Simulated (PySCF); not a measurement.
Can point charges reproduce the dipole moment of `C=C(CCCC)/N=C/C`?

Coordinates (GFN2-xTB, Å) and charges (e) from the PBE0/pcSseg-1 density (PySCF):

```csv
atom,x,y,z,Mulliken,IAO,Hirshfeld,ESP-fitted
C1,2.160,-1.305,-0.936,-0.0989,-0.3871,-0.1387,-0.6652
C2,1.300,-0.360,-0.563,-0.1249,+0.1227,+0.0507,+0.3872
C3,-0.043,-0.153,-1.205,-0.0989,-0.2581,-0.0709,-0.4647
C4,-1.166,-0.583,-0.257,-0.2478,-0.2469,-0.0693,+0.3755
C5,-2.547,-0.276,-0.829,-0.2760,-0.2456,-0.0651,+0.1641
C6,-3.657,-0.691,0.128,-0.2543,-0.4155,-0.1175,-0.3897
N7,1.496,0.439,0.550,-0.3823,-0.2638,-0.1244,-0.4991
C8,2.546,1.088,0.781,+0.0215,+0.0551,+0.0653,+0.4761
C9,2.702,1.874,2.033,-0.2367,-0.4401,-0.1188,-0.4718
H10,3.092,-1.456,-0.418,+0.1036,+0.1448,+0.0338,+0.2094
H11,1.936,-1.983,-1.740,+0.1013,+0.1485,+0.0405,+0.2283
H12,-0.098,-0.719,-2.136,+0.1132,+0.1349,+0.0414,+0.1098
H13,-0.165,0.909,-1.439,+0.1182,+0.1376,+0.0364,+0.1171
H14,-1.038,-0.061,0.693,+0.1322,+0.1407,+0.0286,-0.0830
H15,-1.079,-1.654,-0.062,+0.1136,+0.1283,+0.0326,-0.0524
H16,-2.671,-0.801,-1.780,+0.1103,+0.1248,+0.0335,-0.0414
H17,-2.625,0.795,-1.030,+0.1122,+0.1259,+0.0346,-0.0300
H18,-3.624,-1.763,0.310,+0.1068,+0.1354,+0.0379,+0.0748
H19,-4.633,-0.442,-0.284,+0.1118,+0.1385,+0.0385,+0.0974
H20,-3.546,-0.181,1.082,+0.1069,+0.1360,+0.0385,+0.0853
H21,3.390,1.126,0.078,+0.0791,+0.1076,+0.0396,-0.0215
H22,1.804,1.798,2.638,+0.1298,+0.1633,+0.0486,+0.1388
H23,3.555,1.499,2.598,+0.1308,+0.1572,+0.0525,+0.1285
H24,2.896,2.920,1.795,+0.1283,+0.1559,+0.0516,+0.1265
```

Q: Form Σ q r in debye for every column and set it beside the full dipole.

A: The full density gives (1.03, 0.88, 0.01) D, 1.35 D in size; dipole vectors point from the negative to the positive end.

| scheme | μx | μy | μz | size (D) | share of the full size (%) | angle to the full dipole (°) |
| --- | --- | --- | --- | --- | --- | --- |
| Mulliken | 0.41 | 0.54 | 0.21 | 0.71 | 53 | 21 |
| IAO | 0.62 | 0.97 | 0.15 | 1.16 | 86 | 18 |
| Hirshfeld | 0.66 | 0.94 | 0.41 | 1.22 | 90 | 24 |
| ESP-fitted | 1.03 | 0.90 | -0.02 | 1.37 | 101 | 1 |

Q: Which set comes closest?

A: Length of the difference vector: ESP-fitted 0.03 D, IAO 0.44 D, Hirshfeld 0.54 D, Mulliken 0.73 D. Closest: ESP-fitted. 

Q: What is left for the Hirshfeld atoms' own dipoles?

A: The Hirshfeld atoms' densities add up to the full density, so μ = Σ q r + Σ (atomic dipoles). The atomic dipoles sum to (1.03, 0.88, 0.01) − (0.66, 0.94, 0.41) = (0.37, -0.06, -0.40) D, 0.54 D in size.

Q: With the origin at the mean of the coordinates, (0.000, 0.001, 0.000) Å, which are the largest single terms, by size, of the IAO dipole along the direction of the full one?

A: C9 -6.94, C6 +6.44, H24 +3.08, H23 +2.79, H18 -2.53 D; all 24 atoms together +1.11 D. The single terms depend on the origin, their sum doesn't.

Q: Give the size of the full dipole in other units.

A: 1.35 D = 0.532 au = 0.282 e·Å = 4.51 × 10⁻³⁰ C·m.

Geometry: GFN2-xTB, one conformer, isolated molecule.

Shape of the structure used: `[CH2:1]=[C:2]([CH2:3][CH2:4][CH2:5][CH3:6])/[N:7]=[CH:8]/[CH3:9]`: C1–C2–C3–C4 109°, C2–C3–C4–C5 175°, C3–C4–C5–C6 -179°, C1–C2–N7–C8 52°.
